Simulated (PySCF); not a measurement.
## Ionisation energy of Te²⁺ by level of theory

Te²⁺ [Kr] 4d10 5s2 5p2 (3P) → Te³⁺ [Kr] 4d10 5s2 5p1 (2P), as a difference of total energies. Calculation: PySCF 2.14, in aug-cc-pVTZ-DK3 (8s7p5d2f, 68 functions); scalar relativity by spin-free X2C-1e. Correlated levels: valence: [Kr] 4d10 frozen. The calculations carry no spin-orbit coupling.

```
           method  ionisation energy (eV)
              UHF                  26.960
    MP2 (valence)                  27.290
SCS-MP2 (valence)                  27.228
   CCSD (valence)                  27.326
CCSD(T) (valence)                  27.346
```

How much does correlation contribute at CCSD(T) (valence)?

27.346 − (26.960) = 0.386 eV, measured against UHF.

A first-order spin-orbit estimate (lowest level to lowest level, LS coupling) adds -0.078 eV.

Errors of the correlated levels include the incompleteness of this basis and the frozen core.

For comparison: 27.84 ± 0.04 eV (measured; NIST Atomic Spectra Database, ionization energies).
